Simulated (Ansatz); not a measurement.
Consider the formal exchange of groups at the Si–C bond: `CC([SiH3])(Cl)Cl` + `O=C[SiH](O)Cl` → `O=C([SiH3])[SiH](O)Cl` + `CC(Cl)Cl`.

Isolated molecules relaxed with PBE0-D4/def2-TZVP in Ansatz; ΔE leaves out vibrations. CBS: MP2 limit from def2 TZ/QZ plus the TZ coupled-cluster correction, frozen cores. Functionals use def2-TZVPP. B3LYP here is the variant with VWN-RPA as its local correlation; programs differ in this. HSE06 is defined as in plane-wave codes. One conformer a species, not always the lowest.

```json
{"level": "LDA (SPW92)", "ΔE (kcal/mol)": "-0.2", "difference from CCSD(T)/CBS": "-1.4"}
{"level": "PBE-D4", "ΔE (kcal/mol)": "-0.8", "difference from CCSD(T)/CBS": "-2.0"}
{"level": "revPBE-D4", "ΔE (kcal/mol)": "-0.4", "difference from CCSD(T)/CBS": "-1.6"}
{"level": "BLYP-D4", "ΔE (kcal/mol)": "-0.8", "difference from CCSD(T)/CBS": "-2.0"}
{"level": "r2SCAN-D4", "ΔE (kcal/mol)": "-0.1", "difference from CCSD(T)/CBS": "-1.3"}
{"level": "B97M-V", "ΔE (kcal/mol)": "-0.1", "difference from CCSD(T)/CBS": "-1.3"}
{"level": "PBE0-D4", "ΔE (kcal/mol)": "-0.1", "difference from CCSD(T)/CBS": "-1.3"}
{"level": "B3LYP-D4", "ΔE (kcal/mol)": "-0.3", "difference from CCSD(T)/CBS": "-1.5"}
{"level": "r2SCANh-D4", "ΔE (kcal/mol)": "0.1", "difference from CCSD(T)/CBS": "-1.1"}
{"level": "r2SCAN0-D4", "ΔE (kcal/mol)": "0.4", "difference from CCSD(T)/CBS": "-0.8"}
{"level": "HSE06-D4", "ΔE (kcal/mol)": "-0.1", "difference from CCSD(T)/CBS": "-1.3"}
{"level": "BHLYP-D4", "ΔE (kcal/mol)": "0.4", "difference from CCSD(T)/CBS": "-0.8"}
{"level": "CAM-B3LYP-D4", "ΔE (kcal/mol)": "-0.2", "difference from CCSD(T)/CBS": "-1.4"}
{"level": "ωB97X-V", "ΔE (kcal/mol)": "0.5", "difference from CCSD(T)/CBS": "-0.7"}
{"level": "ωB97M-V", "ΔE (kcal/mol)": "0.9", "difference from CCSD(T)/CBS": "-0.3"}
{"level": "B2PLYP", "ΔE (kcal/mol)": "0.1", "difference from CCSD(T)/CBS": "-1.1"}
{"level": "PBE-QIDH", "ΔE (kcal/mol)": "1.1", "difference from CCSD(T)/CBS": "-0.1"}
{"level": "PBE", "ΔE (kcal/mol)": "-1.4", "difference from CCSD(T)/CBS": "-2.6"}
{"level": "revPBE", "ΔE (kcal/mol)": "-2.0", "difference from CCSD(T)/CBS": "-3.2"}
{"level": "BLYP", "ΔE (kcal/mol)": "-2.2", "difference from CCSD(T)/CBS": "-3.4"}
{"level": "r2SCAN", "ΔE (kcal/mol)": "-0.1", "difference from CCSD(T)/CBS": "-1.3"}
{"level": "PBE0", "ΔE (kcal/mol)": "-0.5", "difference from CCSD(T)/CBS": "-1.7"}
{"level": "r2SCANh", "ΔE (kcal/mol)": "0.1", "difference from CCSD(T)/CBS": "-1.1"}
{"level": "r2SCAN0", "ΔE (kcal/mol)": "0.3", "difference from CCSD(T)/CBS": "-0.9"}
{"level": "HSE06", "ΔE (kcal/mol)": "-0.6", "difference from CCSD(T)/CBS": "-1.8"}
{"level": "BHLYP", "ΔE (kcal/mol)": "-0.4", "difference from CCSD(T)/CBS": "-1.6"}
{"level": "CAM-B3LYP", "ΔE (kcal/mol)": "-0.6", "difference from CCSD(T)/CBS": "-1.8"}
{"level": "LC-ωPBE", "ΔE (kcal/mol)": "0.1", "difference from CCSD(T)/CBS": "-1.1"}
{"level": "MP2/def2-SVP", "ΔE (kcal/mol)": "2.5", "difference from CCSD(T)/CBS": "1.3"}
{"level": "CCSD/def2-SVP", "ΔE (kcal/mol)": "1.5", "difference from CCSD(T)/CBS": "0.3"}
{"level": "CCSD(T)/def2-SVP", "ΔE (kcal/mol)": "1.6", "difference from CCSD(T)/CBS": "0.4"}
{"level": "MP2/def2-TZVPP", "ΔE (kcal/mol)": "2.4", "difference from CCSD(T)/CBS": "1.2"}
{"level": "SCS-MP2/def2-TZVPP", "ΔE (kcal/mol)": "1.8", "difference from CCSD(T)/CBS": "0.6"}
{"level": "CCSD/def2-TZVPP", "ΔE (kcal/mol)": "1.0", "difference from CCSD(T)/CBS": "-0.2"}
{"level": "CCSD(T)/def2-TZVPP", "ΔE (kcal/mol)": "1.1", "difference from CCSD(T)/CBS": "-0.1"}
{"level": "MP2/def2-QZVPP", "ΔE (kcal/mol)": "2.5", "difference from CCSD(T)/CBS": "1.3"}
{"level": "SCS-MP2/def2-QZVPP", "ΔE (kcal/mol)": "1.8", "difference from CCSD(T)/CBS": "0.6"}
{"level": "HF/CBS(def2)", "ΔE (kcal/mol)": "-0.2", "difference from CCSD(T)/CBS": "-1.4"}
{"level": "MP2/CBS(def2)", "ΔE (kcal/mol)": "2.5", "difference from CCSD(T)/CBS": "1.3"}
{"level": "CCSD/CBS(def2)", "ΔE (kcal/mol)": "1.1", "difference from CCSD(T)/CBS": "-0.1"}
{"level": "CCSD(T)/CBS", "ΔE (kcal/mol)": "1.2", "difference from CCSD(T)/CBS": "0"}
```

Largest T1 diagnostic among the species: 0.014.

The D4 term adds +1.0 kcal/mol with B3LYP and +0.5 kcal/mol with PBE0; it sums over pairs of atoms, weighted by their polarisabilities, and B3LYP, whose exchange is more repulsive, gets the larger term. Leaving LDA and LC-ωPBE aside and taking each functional with its dispersion term where it has one, the values spread over 1.9 kcal/mol, from PBE-D4 to PBE-QIDH. LDA lies +1.2 kcal/mol from PBE without D4.
